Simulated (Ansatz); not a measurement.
Gas-phase reaction 0.25 R1 + 0.75 R2 → P1, each structure at its B3LYP-D3(BJ)/def2-TZVP stationary point, reached from a drawn start (curvature not checked).
P1: CH3F (SMILES CF), charge 0, multiplicity 1.
R1: CF4 (SMILES FC(F)(F)F), charge 0, multiplicity 1.
R2: CH4 (SMILES C), charge 0, multiplicity 1.

P less R. No zero-point or thermal terms.

Correlated levels freeze the cores.

Codes used: Ansatz (Gaussian basis) for Hartree–Fock, density functionals and correlated methods. No computed number here is a measurement.

Task: One of these levels gives 0.464 eV for the reaction energy. Which one is it?
A) SCS-MP2/cc-pVDZ
B) HF/cc-pVDZ
C) BLYP/def2-TZVPP

Result: C, BLYP/def2-TZVPP. The others give 0.549 (HF/cc-pVDZ), 0.627 (SCS-MP2/cc-pVDZ)

Ansatz is a quantum-chemistry and plane-wave program.
